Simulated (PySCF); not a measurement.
**Cost of response and excited-state runs on SMILES C=NCOC(F)F, C$_{3}$H$_{5}$F$_{2}$NO, triplet**

Molfile (atoms numbered from 1):
```
C3H5F2NO
     RDKit          3D

 12 11  0  0  0  0  0  0  0  0999 V2000
    1.6075   -0.3874   -0.4467 C   0  0  0  0  0  0  0  0  0  0  0  0
    1.2415   -0.1208    0.8166 N   0  0  0  0  0  0  0  0  0  0  0  0
    0.0154    0.3086    1.2967 C   0  0  0  0  0  0  0  0  0  0  0  0
   -0.9091    0.9136    0.3861 O   0  0  0  0  0  0  0  0  0  0  0  0
   -1.2758    0.1609   -0.6739 C   0  0  0  0  0  0  0  0  0  0  0  0
   -2.0508   -0.8940   -0.2906 F   0  0  0  0  0  0  0  0  0  0  0  0
   -2.0349    0.9098   -1.4812 F   0  0  0  0  0  0  0  0  0  0  0  0
    1.7499   -1.4375   -0.6856 H   0  0  0  0  0  0  0  0  0  0  0  0
    2.3785    0.2558   -0.8574 H   0  0  0  0  0  0  0  0  0  0  0  0
    0.1783    1.0829    2.0591 H   0  0  0  0  0  0  0  0  0  0  0  0
   -0.4848   -0.5427    1.8044 H   0  0  0  0  0  0  0  0  0  0  0  0
   -0.4144   -0.2498   -1.2475 H   0  0  0  0  0  0  0  0  0  0  0  0
  1  2  2  0
  2  3  1  0
  3  4  1  0
  4  5  1  0
  5  6  1  0
  5  7  1  0
  1  8  1  0
  1  9  1  0
  3 10  1  0
  3 11  1  0
  5 12  1  0
M  END
```

PySCF with density fitting, on 1 thread of an Arm Neoverse V1, shared host. Command: `OMP_NUM_THREADS=1 python excited_run.py task.json out`

Task: How long does each of these runs take, and how much memory?
- open-shell absorption, BHandHLYP/def2-SVPD; 8 states; spin flip
- open-shell absorption, PBE0/def2-SVPD; 10 states; Tamm-Dancoff; writes grids
- open-shell absorption, LC-wPBE/def2-SVPD; 4 states; full response; IEF-PCM water; fitting basis def2-universal-jkfit; guess huckel

Result: 
| run | level | basis functions | wall time | peak memory (GiB) |
| --- | --- | --- | --- | --- |
| open-shell absorption | BHandHLYP/def2-SVPD | 189 | 28 s | 0.68 |
| open-shell absorption | PBE0/def2-SVPD | 189 | 58 s | 0.63 |
| open-shell absorption | LC-wPBE/def2-SVPD | 189 | 66 s | 0.75 |

Times from a shared host are rough.
